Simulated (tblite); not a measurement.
A geometry optimisation, step by step.

Compound: C7H7BF2.
Atom-mapped SMILES: `[CH:1]#[C:2]/[C:3]([CH3:4])=[CH:5]/[CH:6]=[CH:7]\[B:8]([F:9])[F:10]` (hydrogens: H11 on C1; H12, H13, H14 on C4; H15 on C5; H16 on C6; H17 on C7)

Computed with GFN2-xTB (tblite), gas phase: L-BFGS steps from a force-field or distance-geometry start until the largest atomic force falls under 0.01 eV/Å. 10 of its 87 geometries are shown.

Step 0: E = -794.2728 eV, largest atomic force 4.053 eV/Å
```
atom  x, y, z in Å  |  force x, y, z in eV/Å
C1     -3.262   -1.621    0.222   -0.509  -0.344  -0.003
C2     -2.332   -0.861    0.186    0.855   0.422   0.005
C3     -1.197    0.025    0.142   -2.892   0.049   0.509
C4     -1.489    1.481    0.311   -1.518   0.672   0.489
C5      0.036   -0.374   -0.057    1.501   0.830  -0.259
C6      1.060    0.663   -0.098    0.678  -0.267   0.127
C7      2.357    0.371   -0.297   -0.502  -1.074  -0.196
B8      2.798   -1.128   -0.496    3.763  -0.385   1.456
F9      2.796   -2.040    0.653   -0.171   1.721  -3.181
F10     3.932   -1.274   -1.401   -2.655  -0.408   1.947
H11    -4.106   -2.276    0.244    0.558   0.438  -0.006
H12    -2.602    1.665    0.384    1.113  -0.227   0.079
H13    -1.151    1.996   -0.585   -0.010   0.246   0.168
H14    -1.002    1.896    1.228   -0.455  -0.299  -0.793
H15     0.234   -1.413   -0.193    0.579  -0.296  -0.105
H16     0.835    1.722    0.053   -0.255  -0.649   0.005
H17     3.088    1.178   -0.305   -0.080  -0.428  -0.242
```

Step 10: E = -795.4970 eV, largest atomic force 0.298 eV/Å
```
atom  x, y, z in Å  |  force x, y, z in eV/Å
C1     -3.264   -1.606    0.221    0.047   0.033  -0.001
C2     -2.314   -0.868    0.193   -0.022   0.017  -0.065
C3     -1.251    0.054    0.145    0.121   0.025   0.013
C4     -1.588    1.512    0.309   -0.034   0.001   0.032
C5      0.031   -0.335   -0.042    0.106   0.074   0.022
C6      1.101    0.620   -0.075    0.095   0.050   0.025
C7      2.405    0.342   -0.264    0.232  -0.145  -0.117
B8      3.040   -1.072   -0.384   -0.142  -0.101  -0.099
F9      2.780   -2.062    0.459    0.014   0.057  -0.111
F10     3.888   -1.415   -1.346   -0.020   0.132   0.212
H11    -4.080   -2.266    0.245    0.022  -0.004   0.014
H12    -2.657    1.684    0.413    0.040  -0.110  -0.034
H13    -1.215    2.059   -0.557   -0.197   0.060   0.027
H14    -1.081    1.899    1.194   -0.138   0.053   0.037
H15     0.298   -1.371   -0.193   -0.116  -0.034   0.081
H16     0.811    1.656    0.038    0.115   0.007  -0.062
H17     3.088    1.183   -0.367   -0.123  -0.116   0.027
```

Step 19: E = -795.5743 eV, largest atomic force 0.141 eV/Å
```
atom  x, y, z in Å  |  force x, y, z in eV/Å
C1     -3.215   -1.574    0.213   -0.030  -0.051  -0.010
C2     -2.265   -0.841    0.155   -0.059   0.027   0.098
C3     -1.226    0.108    0.146    0.073  -0.031  -0.002
C4     -1.667    1.534    0.324   -0.029  -0.032  -0.005
C5      0.054   -0.302   -0.001    0.074   0.111  -0.045
C6      1.154    0.612   -0.072    0.086   0.067  -0.037
C7      2.445    0.291   -0.292    0.061  -0.036   0.014
B8      3.060   -1.123   -0.403   -0.069   0.006  -0.054
F9      2.716   -2.147    0.363   -0.021  -0.013  -0.080
F10     4.012   -1.415   -1.278    0.024   0.029   0.124
H11    -4.021   -2.241    0.254   -0.052  -0.075  -0.023
H12    -2.749    1.565    0.421   -0.041   0.048   0.027
H13    -1.385    2.149   -0.529    0.055  -0.037  -0.002
H14    -1.225    1.962    1.223    0.012  -0.008  -0.031
H15     0.263   -1.359   -0.110    0.019   0.106   0.028
H16     0.914    1.665   -0.009   -0.118   0.009   0.041
H17     3.127    1.128   -0.417    0.015  -0.119  -0.041
```

Step 29: E = -795.6097 eV, largest atomic force 0.138 eV/Å
```
atom  x, y, z in Å  |  force x, y, z in eV/Å
C1     -3.192   -1.596    0.214    0.020  -0.003   0.022
C2     -2.249   -0.850    0.209   -0.004   0.062  -0.014
C3     -1.230    0.125    0.179    0.091  -0.029  -0.004
C4     -1.708    1.543    0.332   -0.001  -0.057  -0.011
C5      0.062   -0.247    0.018    0.071   0.022  -0.023
C6      1.172    0.656   -0.089    0.001  -0.033   0.001
C7      2.446    0.269   -0.330   -0.031  -0.014   0.069
B8      3.031   -1.157   -0.422   -0.003   0.049   0.016
F9      2.608   -2.233    0.226   -0.106   0.049  -0.063
F10     4.123   -1.386   -1.138    0.044  -0.012   0.019
H11    -3.996   -2.271    0.229    0.023  -0.032  -0.001
H12    -2.790    1.562    0.426   -0.062  -0.014   0.031
H13    -1.440    2.147   -0.533    0.102  -0.014   0.036
H14    -1.279    1.988    1.229    0.041   0.044  -0.054
H15     0.297   -1.301   -0.069   -0.069   0.066   0.010
H16     0.949    1.716   -0.013    0.019  -0.103  -0.026
H17     3.190    1.047   -0.477   -0.137   0.018  -0.009
```

Step 38: E = -795.6384 eV, largest atomic force 0.118 eV/Å
```
atom  x, y, z in Å  |  force x, y, z in eV/Å
C1     -3.163   -1.624    0.234    0.009   0.003  -0.018
C2     -2.244   -0.849    0.238    0.001   0.035  -0.009
C3     -1.231    0.131    0.210    0.104  -0.028  -0.013
C4     -1.700    1.550    0.339    0.021  -0.013  -0.018
C5      0.059   -0.237    0.033    0.070  -0.028   0.030
C6      1.169    0.658   -0.089   -0.035   0.004  -0.065
C7      2.441    0.272   -0.338   -0.050   0.024  -0.023
B8      3.009   -1.157   -0.428   -0.042   0.094   0.057
F9      2.452   -2.254    0.061   -0.042  -0.011  -0.041
F10     4.189   -1.378   -0.985    0.105  -0.040  -0.022
H11    -3.950   -2.317    0.214   -0.001  -0.036   0.036
H12    -2.782    1.578    0.429   -0.038   0.045  -0.007
H13    -1.401    2.117   -0.541   -0.029   0.071  -0.007
H14    -1.265    2.023    1.217    0.026   0.003   0.019
H15     0.286   -1.289   -0.057   -0.033  -0.025   0.020
H16     0.963    1.722   -0.036   -0.076  -0.055   0.020
H17     3.160    1.066   -0.510    0.011  -0.044   0.042
```

Step 48: E = -795.6543 eV, largest atomic force 0.089 eV/Å
```
atom  x, y, z in Å  |  force x, y, z in eV/Å
C1     -3.126   -1.646    0.242   -0.015  -0.016   0.022
C2     -2.235   -0.839    0.261   -0.025   0.023  -0.023
C3     -1.226    0.143    0.219   -0.013  -0.002  -0.016
C4     -1.688    1.568    0.336    0.006  -0.009  -0.013
C5      0.059   -0.246    0.043   -0.016   0.019   0.008
C6      1.158    0.651   -0.108   -0.012   0.014  -0.033
C7      2.434    0.277   -0.358   -0.001   0.005  -0.007
B8      2.991   -1.152   -0.446   -0.006  -0.010   0.088
F9      2.331   -2.261   -0.142    0.020  -0.039  -0.045
F10     4.246   -1.381   -0.801    0.050  -0.002  -0.029
H11    -3.890   -2.365    0.233   -0.006  -0.011   0.022
H12    -2.771    1.608    0.428    0.020  -0.011   0.020
H13    -1.398    2.138   -0.545    0.012   0.002   0.003
H14    -1.245    2.042    1.212   -0.006  -0.014  -0.016
H15     0.271   -1.303   -0.018   -0.029   0.011  -0.008
H16     0.926    1.708   -0.055    0.022   0.024   0.009
H17     3.157    1.069   -0.510   -0.002   0.014   0.019
```

Step 57: E = -795.6599 eV, largest atomic force 0.077 eV/Å
```
atom  x, y, z in Å  |  force x, y, z in eV/Å
C1     -3.119   -1.663    0.269   -0.018  -0.003   0.001
C2     -2.253   -0.828    0.252    0.042  -0.007   0.021
C3     -1.240    0.150    0.201   -0.017   0.020  -0.025
C4     -1.683    1.578    0.328   -0.027   0.028  -0.002
C5      0.044   -0.242    0.030   -0.019  -0.002   0.006
C6      1.148    0.651   -0.121    0.006  -0.023   0.011
C7      2.428    0.269   -0.343    0.013   0.000  -0.026
B8      2.994   -1.157   -0.445   -0.051   0.017   0.049
F9      2.318   -2.285   -0.280   -0.012  -0.012  -0.012
F10     4.277   -1.362   -0.701    0.073   0.003  -0.023
H11    -3.869   -2.397    0.280   -0.004   0.018   0.016
H12    -2.763    1.633    0.435   -0.028  -0.008   0.020
H13    -1.397    2.156   -0.550    0.021  -0.016  -0.016
H14    -1.222    2.036    1.202   -0.008   0.016   0.001
H15     0.249   -1.300   -0.015    0.025  -0.015  -0.050
H16     0.927    1.711   -0.076   -0.005  -0.023   0.005
H17     3.154    1.062   -0.475    0.010   0.006   0.024
```

Step 67: E = -795.6643 eV, largest atomic force 0.037 eV/Å
```
atom  x, y, z in Å  |  force x, y, z in eV/Å
C1     -3.129   -1.654    0.295   -0.016  -0.013   0.028
C2     -2.258   -0.826    0.252    0.007   0.002   0.010
C3     -1.245    0.150    0.183   -0.018   0.014  -0.029
C4     -1.684    1.579    0.319   -0.012   0.022   0.010
C5      0.034   -0.250   -0.011   -0.014   0.002   0.000
C6      1.144    0.639   -0.130    0.014   0.002   0.015
C7      2.430    0.264   -0.319    0.020  -0.010  -0.017
B8      3.008   -1.155   -0.442    0.004   0.002   0.008
F9      2.343   -2.296   -0.331   -0.021   0.015  -0.004
F10     4.301   -1.335   -0.676    0.023  -0.012   0.000
H11    -3.879   -2.386    0.345   -0.019   0.003  -0.008
H12    -2.763    1.638    0.441   -0.007  -0.024  -0.025
H13    -1.401    2.151   -0.564   -0.015  -0.001   0.001
H14    -1.219    2.043    1.188    0.031  -0.013   0.006
H15     0.231   -1.308   -0.088    0.028  -0.016  -0.009
H16     0.921    1.697   -0.069   -0.001   0.020   0.011
H17     3.160    1.060   -0.403   -0.004   0.005   0.001
```

Step 76: E = -795.6657 eV, largest atomic force 0.023 eV/Å
```
atom  x, y, z in Å  |  force x, y, z in eV/Å
C1     -3.136   -1.650    0.321   -0.010   0.000  -0.014
C2     -2.262   -0.827    0.252    0.021  -0.005  -0.007
C3     -1.245    0.147    0.170   -0.002   0.007  -0.013
C4     -1.684    1.575    0.312   -0.011   0.006   0.012
C5      0.033   -0.253   -0.029   -0.002  -0.001  -0.007
C6      1.145    0.637   -0.132    0.006   0.009   0.007
C7      2.434    0.267   -0.315    0.009  -0.003  -0.001
B8      3.015   -1.151   -0.444    0.000  -0.003   0.006
F9      2.339   -2.287   -0.359   -0.002  -0.006  -0.008
F10     4.312   -1.336   -0.654   -0.010  -0.001   0.004
H11    -3.892   -2.376    0.370   -0.006   0.009   0.015
H12    -2.762    1.629    0.439   -0.005  -0.001  -0.004
H13    -1.409    2.154   -0.570    0.000  -0.022   0.004
H14    -1.211    2.033    1.180    0.004   0.001   0.003
H15     0.232   -1.310   -0.117    0.014  -0.017   0.006
H16     0.922    1.694   -0.057   -0.003   0.022   0.003
H17     3.163    1.066   -0.376   -0.004   0.004  -0.007
```

Step 86: E = -795.6664 eV, largest atomic force 0.008 eV/Å
```
atom  x, y, z in Å  |  force x, y, z in eV/Å
C1     -3.141   -1.644    0.325   -0.002   0.000   0.001
C2     -2.257   -0.833    0.244   -0.002   0.004   0.007
C3     -1.243    0.142    0.161    0.005  -0.002   0.000
C4     -1.686    1.569    0.309    0.000  -0.002  -0.001
C5      0.037   -0.252   -0.035    0.002  -0.002  -0.001
C6      1.148    0.641   -0.131    0.000   0.002   0.007
C7      2.437    0.270   -0.313   -0.001   0.000  -0.001
B8      3.013   -1.149   -0.445    0.003   0.000  -0.002
F9      2.330   -2.283   -0.389    0.002   0.000  -0.004
F10     4.313   -1.339   -0.630   -0.003   0.001   0.001
H11    -3.902   -2.363    0.394   -0.004   0.001  -0.004
H12    -2.764    1.620    0.439    0.001  -0.003   0.001
H13    -1.415    2.148   -0.573    0.000  -0.002   0.000
H14    -1.210    2.026    1.176   -0.004   0.004  -0.002
H15     0.241   -1.308   -0.125    0.002  -0.004   0.001
H16     0.924    1.698   -0.049    0.000   0.005  -0.006
H17     3.167    1.068   -0.370    0.000  -0.001   0.001
```

Q: Summarise the path.

A: The energy falls by 134.46 kJ/mol from step 0 to step 86; nine tenths of that is first reached at step 14. It falls at every step. The largest force goes from 4.053 to 0.008 eV/Å. Among the bonds B8–F9 changes most, from 1.467 to 1.325 Å; the atoms move by 0.392 Å rms after alignment.

Q: Follow the three bonds and two angles with the largest change from start to end.

A: 
| step | E above end (kJ/mol) | largest force (eV/Å) | B8–F9 (Å) | B8–F10 (Å) | C4–H12 (Å) | C6–C7–B8 (°) | C3–C5–C6 (°) |
| --- | --- | --- | --- | --- | --- | --- | --- |
| 0 | 134.46 | 4.053 | 1.467 | 1.457 | 1.130 | 119.7 | 116.6 |
| 4 | 33.16 | 1.231 | 1.341 | 1.343 | 1.088 | 125.5 | 119.2 |
| 7 | 21.23 | 0.398 | 1.317 | 1.316 | 1.080 | 127.2 | 120.5 |
| 11 | 15.59 | 0.193 | 1.325 | 1.326 | 1.087 | 126.1 | 121.4 |
| 15 | 12.00 | 0.264 | 1.322 | 1.320 | 1.085 | 126.1 | 122.6 |
| 19 | 8.89 | 0.141 | 1.324 | 1.325 | 1.087 | 127.6 | 122.6 |
| 22 | 7.73 | 0.144 | 1.323 | 1.324 | 1.089 | 128.3 | 123.4 |
| 26 | 6.40 | 0.154 | 1.324 | 1.327 | 1.087 | 128.7 | 124.9 |
| 30 | 5.16 | 0.142 | 1.325 | 1.325 | 1.088 | 129.4 | 125.1 |
| 34 | 3.91 | 0.143 | 1.325 | 1.329 | 1.089 | 129.8 | 125.9 |
| 37 | 3.17 | 0.149 | 1.325 | 1.327 | 1.085 | 128.9 | 125.9 |
| 41 | 1.89 | 0.128 | 1.329 | 1.328 | 1.088 | 127.6 | 124.7 |
| 45 | 1.35 | 0.070 | 1.325 | 1.327 | 1.086 | 127.5 | 124.4 |
| 49 | 1.12 | 0.070 | 1.326 | 1.325 | 1.088 | 127.6 | 124.3 |
| 52 | 0.85 | 0.072 | 1.326 | 1.328 | 1.088 | 127.9 | 124.5 |
| 56 | 0.67 | 0.059 | 1.327 | 1.325 | 1.086 | 128.3 | 124.4 |
| 60 | 0.50 | 0.040 | 1.325 | 1.327 | 1.087 | 128.5 | 124.6 |
| 64 | 0.33 | 0.072 | 1.325 | 1.325 | 1.087 | 128.6 | 124.4 |
| 67 | 0.20 | 0.037 | 1.325 | 1.326 | 1.087 | 128.7 | 124.2 |
| 71 | 0.13 | 0.028 | 1.326 | 1.327 | 1.087 | 128.8 | 124.2 |
| 75 | 0.08 | 0.029 | 1.325 | 1.327 | 1.087 | 128.6 | 124.2 |
| 79 | 0.04 | 0.024 | 1.326 | 1.327 | 1.087 | 128.5 | 124.3 |
| 82 | 0.01 | 0.017 | 1.326 | 1.327 | 1.087 | 128.5 | 124.3 |
| 86 | 0.00 | 0.008 | 1.325 | 1.327 | 1.087 | 128.4 | 124.3 |

What follows is the cost of the whole relaxation. On an Arm Neoverse V1 with one thread, no GPU, shared host, this took 0.63 s.
